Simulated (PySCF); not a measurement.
C2H4BF2N, SMILES C=C(F)B(N)F.

Geometry optimised at PBE-D3(BJ)/def2-SVP. This is a generated structure with no PubChem entry under its InChIKey; it may be hypothetical. The values are those of a single conformer.

These are PBE-D3(BJ)/def2-SVP (PySCF) values and carry that method's errors.

Frequencies are harmonic and unscaled.

```json
[
 {"mode": "1", "ν (cm⁻¹)": "46", "IR (km/mol)": "0.9", "moving atoms (share of kinetic energy)": "F 51 %, C 19 %, N 17 %, H 13 %"},
 {"mode": "2", "ν (cm⁻¹)": "181", "IR (km/mol)": "1.1", "moving atoms (share of kinetic energy)": "F 50 %, C 19 %, N 15 %, H 14 %"},
 {"mode": "3", "ν (cm⁻¹)": "288", "IR (km/mol)": "1.3", "moving atoms (share of kinetic energy)": "C 34 %, H 24 %, F 19 %, B 16 %"},
 {"mode": "4", "ν (cm⁻¹)": "322", "IR (km/mol)": "0.3", "moving atoms (share of kinetic energy)": "F 46 %, H 20 %, N 17 %, C 16 %"},
 {"mode": "5", "ν (cm⁻¹)": "417", "IR (km/mol)": "11.8", "moving atoms (share of kinetic energy)": "H 38 %, F 28 %, C 21 %, B 11 %"},
 {"mode": "6", "ν (cm⁻¹)": "454", "IR (km/mol)": "148.6", "moving atoms (share of kinetic energy)": "H 74 %, N 19 %"},
 {"mode": "7", "ν (cm⁻¹)": "501", "IR (km/mol)": "11.0", "moving atoms (share of kinetic energy)": "F 27 %, C 26 %, N 21 %, H 13 %, B 13 %"},
 {"mode": "8", "ν (cm⁻¹)": "561", "IR (km/mol)": "3.9", "moving atoms (share of kinetic energy)": "H 94 %"},
 {"mode": "9", "ν (cm⁻¹)": "663", "IR (km/mol)": "22.5", "moving atoms (share of kinetic energy)": "B 55 %, C 24 %, H 9 %"},
 {"mode": "10", "ν (cm⁻¹)": "683", "IR (km/mol)": "7.5", "moving atoms (share of kinetic energy)": "C 28 %, H 24 %, F 20 %, N 14 %, B 14 %"},
 {"mode": "11", "ν (cm⁻¹)": "726", "IR (km/mol)": "0.4", "moving atoms (share of kinetic energy)": "H 86 %, C 9 %"},
 {"mode": "12", "ν (cm⁻¹)": "839", "IR (km/mol)": "48.3", "moving atoms (share of kinetic energy)": "H 70 %, C 30 %"},
 {"mode": "13", "ν (cm⁻¹)": "854", "IR (km/mol)": "6.3", "moving atoms (share of kinetic energy)": "H 53 %, N 25 %, F 21 %"},
 {"mode": "14", "ν (cm⁻¹)": "919", "IR (km/mol)": "27.0", "moving atoms (share of kinetic energy)": "H 45 %, C 28 %, F 27 %"},
 {"mode": "15", "ν (cm⁻¹)": "1156", "IR (km/mol)": "108.0", "moving atoms (share of kinetic energy)": "C 37 %, B 23 %, H 17 %, F 15 %"},
 {"mode": "16", "ν (cm⁻¹)": "1314", "IR (km/mol)": "44.8", "moving atoms (share of kinetic energy)": "H 61 %, C 26 %"},
 {"mode": "17", "ν (cm⁻¹)": "1360", "IR (km/mol)": "272.8", "moving atoms (share of kinetic energy)": "B 42 %, H 25 %, C 22 %, F 10 %"},
 {"mode": "18", "ν (cm⁻¹)": "1385", "IR (km/mol)": "33.5", "moving atoms (share of kinetic energy)": "B 48 %, H 41 %"},
 {"mode": "19", "ν (cm⁻¹)": "1550", "IR (km/mol)": "203.2", "moving atoms (share of kinetic energy)": "H 53 %, N 25 %, B 21 %"},
 {"mode": "20", "ν (cm⁻¹)": "1654", "IR (km/mol)": "30.5", "moving atoms (share of kinetic energy)": "C 90 %"},
 {"mode": "21", "ν (cm⁻¹)": "3093", "IR (km/mol)": "0.0", "moving atoms (share of kinetic energy)": "H 94 %"},
 {"mode": "22", "ν (cm⁻¹)": "3197", "IR (km/mol)": "2.1", "moving atoms (share of kinetic energy)": "H 89 %, C 11 %"},
 {"mode": "23", "ν (cm⁻¹)": "3530", "IR (km/mol)": "45.5", "moving atoms (share of kinetic energy)": "H 96 %"},
 {"mode": "24", "ν (cm⁻¹)": "3640", "IR (km/mol)": "33.6", "moving atoms (share of kinetic energy)": "H 91 %, N 9 %"}
]
```
